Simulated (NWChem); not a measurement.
System meant: MoNHSClF; SMILES [Mo](=[S])([Cl])(=[NH])[F]

NWChem input:

```
start job
memory heap 200 mb stack 900 mb global 1100 mb
geometry units angstroms noautoz
  Mo    -0.271912     0.055507    -0.008456
  N     -1.127587     0.105207    -1.476734
  H     -1.342112     0.439073    -2.416272
  S      1.144388     1.606371    -0.061607
  F     -1.465042     0.327560     1.369031
  Cl     0.818514    -1.928405     0.059788
end
basis spherical
  Mo library def2-svp
  N library def2-svp
  H library def2-svp
  S library def2-svp
  F library def2-svp
  Cl library def2-svp
end
dft
  xc pbe0
  iterations 150
  mulliken
end
task dft energy
```

End of the output:

```
             Northwest Computational Chemistry Package (NWChem) 7.3.0
             --------------------------------------------------------

 C1  symmetry detected

                             Geometry "geometry" -> ""
                             -------------------------

 Output coordinates in angstroms (scale by  1.889725989 to convert to a.u.)

  No.       Tag          Charge          X              Y              Z
 ---- ---------------- ---------- -------------- -------------- --------------
    1 Mo                  42.0000    -0.24146638     0.09007746    -0.04642678
    2 N                    7.0000    -0.79304490     0.24054116    -1.64755510
    3 H                    1.0000    -0.78841404     0.60017365    -2.60194609
    4 S                   16.0000     1.31809448     1.47489638     0.20646914
    5 F                    9.0000    -1.63752149     0.48651340     1.08887545
    6 Cl                  17.0000     0.59585282    -2.00259871     0.17537479

 Effective nuclear repulsion energy (a.u.)     691.9048906838

                                 NWChem DFT Module
                                 -----------------

 Summary of "ao basis" -> "ao basis" (spherical)
 ------------------------------------------------------------------------------
       Tag                 Description            Shells   Functions and Types
 ---------------- ------------------------------  ------  ---------------------
 Mo                         def2-svp                11       31   5s3p2d1f
 N                          def2-svp                 6       14   3s2p1d
 H                          def2-svp                 3        5   2s1p
 S                          def2-svp                 8       18   4s3p1d
 F                          def2-svp                 6       14   3s2p1d
 Cl                         def2-svp                 8       18   4s3p1d

            General Information
            -------------------
          SCF calculation type: DFT
          Wavefunction type:  closed shell.
          No. of atoms     :     6
          No. of electrons :    92
           Alpha electrons :    46
            Beta electrons :    46
          Charge           :     0
          Spin multiplicity:     1
          Use of symmetry is: off; symmetry adaption is: off
          Maximum number of iterations: 150
          AO basis - number of functions:   100
                     number of shells:    42
          Convergence on energy requested:  1.00D-06
          Convergence on density requested:  1.00D-05
          Convergence on gradient requested:  5.00D-04

              XC Information
              --------------
                         PBE0 Method XC Functional
                     Hartree-Fock (Exact) Exchange  0.250
          PerdewBurkeErnzerhof Exchange Functional  0.750
            Perdew 1991 LDA Correlation Functional  1.000 local
           PerdewBurkeErnz. Correlation Functional  1.000 non-local

             Grid Information
             ----------------
          Grid used for XC integration:  medium
          Radial quadrature: Mura-Knowles
          Angular quadrature: Lebedev.
          Tag              B.-S. Rad. Rad. Pts. Rad. Cut. Ang. Pts.
          ---              ---------- --------- --------- ---------
          Mo                  1.45      123           9.0       590
          N                   0.65       49           9.0       434
          H                   0.35       45          11.0       434
          S                   1.00       88          10.0       590
          F                   0.50       49          10.0       434
          Cl                  1.00       88          11.0       590
          Grid pruning is: on
          Number of quadrature shells:   442
          Spatial weights used:  Erf1

      Superposition of Atomic Density Guess
      -------------------------------------

 Sum of atomic energies:       -1795.03364683

      Non-variational initial energy
      ------------------------------

 Total energy =   -1803.260845
 1-e energy   =   -3819.052895
 2-e energy   =    1323.887159
 HOMO         =      -1.340479
 LUMO         =      -1.204631

     ---------------------------------------------
      Total Density - Mulliken Population Analysis
     ---------------------------------------------

    Atom       Charge   Shell Charges
 -----------   ------   -------------------------------------------------------
    1 Mo  42    49.23   2.00  2.02  2.04  2.42 -0.46  6.06  9.00 -0.27 10.40  1.79 14.24
    2 N    7     8.86   1.99  1.21  0.43  4.06  1.00  0.18
    3 H    1     0.27   0.22  0.02  0.03
    4 S   16    12.09   2.00  1.99  0.86  0.25  5.92  1.13 -0.34  0.27
    5 F    9     9.49   1.99  1.15  0.70  3.74  1.86  0.06
    6 Cl  17    12.06   2.00  1.99  0.87  0.85  5.91  0.54 -0.16  0.07

   convergence    iter        energy       DeltaE   RMS-Dens  Diis-err
 ---------------- ----- ----------------- --------- --------- ---------
 d= 0,ls=0.0,diis     1  -1837.0266677053 -2.53D+03  5.75D-01  5.12D+01
 d= 0,ls=0.0,diis     2  -1773.6810133933  6.33D+01  2.73D-01  2.63D+02
 d= 0,ls=0.0,diis     3  -1842.5905906215 -6.89D+01  2.11D-01  2.67D+01
 d= 0,ls=0.0,diis     4  -1841.8938091673  6.97D-01  1.62D-01  3.55D+01
 d= 0,ls=0.0,diis     5  -1846.7245311938 -4.83D+00  7.07D-02  3.58D-01
 d= 0,ls=0.0,diis     6  -1846.4903861502  2.34D-01  5.55D-02  1.69D+00
 d= 0,ls=0.0,diis     7  -1846.7601304834 -2.70D-01  6.62D-03  1.72D-01
  Resetting Diis
 d= 0,ls=0.0,diis     8  -1846.7802567297 -2.01D-02  2.36D-03  3.49D-03
 d= 0,ls=0.0,diis     9  -1846.7805683335 -3.12D-04  3.75D-03  2.43D-03
 d= 0,ls=0.0,diis    10  -1846.7778171010  2.75D-03  3.50D-03  2.47D-02
 d= 0,ls=0.0,diis    11  -1846.7807835278 -2.97D-03  9.69D-04  4.28D-04
 d= 0,ls=0.0,diis    12  -1846.7808486875 -6.52D-05  1.74D-04  4.70D-05
 d= 0,ls=0.0,diis    13  -1846.7808555166 -6.83D-06  2.38D-05  2.66D-07
 d= 0,ls=0.0,diis    14  -1846.7808555647 -4.82D-08  1.13D-05  3.52D-08
 d= 0,ls=0.0,diis    15  -1846.7808555714 -6.70D-09  2.69D-06  2.24D-09

         Total DFT energy =    -1846.780855571421
      One electron energy =    -4050.742074011326
           Coulomb energy =     1613.372834750925
    Exchange-Corr. energy =     -101.316506994799
 Nuclear repulsion energy =      691.904890683778

 Numeric. integr. density =       91.999994401247

                       DFT Final Molecular Orbital Analysis
                       ------------------------------------

[...]
```

Q: Can this run be used? If not, why, and what is the fix?

A: The run ends normally but its numbers are meaningless: the def2 basis of a heavy element holds valence functions alone and wants its effective core potential (without it all electrons must fit into that basis). This input runs:
```
start job
memory heap 200 mb stack 900 mb global 1100 mb
geometry units angstroms noautoz
  Mo    -0.271912     0.055507    -0.008456
  N     -1.127587     0.105207    -1.476734
  H     -1.342112     0.439073    -2.416272
  S      1.144388     1.606371    -0.061607
  F     -1.465042     0.327560     1.369031
  Cl     0.818514    -1.928405     0.059788
end
basis spherical
  * library def2-svp
end
ecp
  Mo library def2-ecp
end
dft
  xc pbe0
  iterations 150
  mulliken
end
task dft energy
```
It converges to -1081.09092 Ha (PBE0/def2-SVP with def2 effective core potentials on Mo). The faulty run gave -1846.781 Ha, with all electrons squeezed into the valence basis.
